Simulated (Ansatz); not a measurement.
RuO₂, relaxed as a singlet with RKS B3LYP-D4/def2-TZVP in Ansatz, starting from the GFN2-xTB geometry. Force threshold 0.02 eV/Å.

In the def2 sets Ru takes a core potential; there is no spin–orbit coupling. The structure holds 1 bond(s) between oxygen atoms. The restricted singlet is unstable towards broken spin symmetry in Hartree–Fock (as tested in another run); at B3LYP-D4/def2-TZVP this wasn't settled. No other spin state of charge 0 was run. Another isomer (singlet) lies 4.01 eV lower at PBE0-D4/def2-TZVP; other spin states weren't run for this one.

Start:

```xyz
3

Ru   -0.077   -0.952   -0.713
O     0.063    0.094    0.874
O     0.015    0.859   -0.161
```

Estimate the energy that the relaxation releases and the steps that it takes.

1.2 kcal/mol, in 11 steps; 18 s on 4 threads of Arm Neoverse V2 on a shared host. The force fell under the threshold at step 4, but the optimiser went on and released 0.004 eV more. No frequencies were taken in this run, so the end may be a saddle point.

Does the start keep its bonding and symmetry?

By distances, no bond broke or formed. The bond that changes most is Ru1–O3, from 1.90 to 1.83 Å (atoms count from 1). Point group C2v at the start, Cs at the end, both within 0.05 Å.

Predict the relaxed structure.


Cartesian coordinates in Å:
```
Ru -0.077 -0.941 -0.712
O 0.068 0.127 0.931
O 0.009 0.815 -0.219
```
Bond lengths: 2 × O–Ru 1.83 to 1.97 Å; 1 × O–O 1.34 Å.
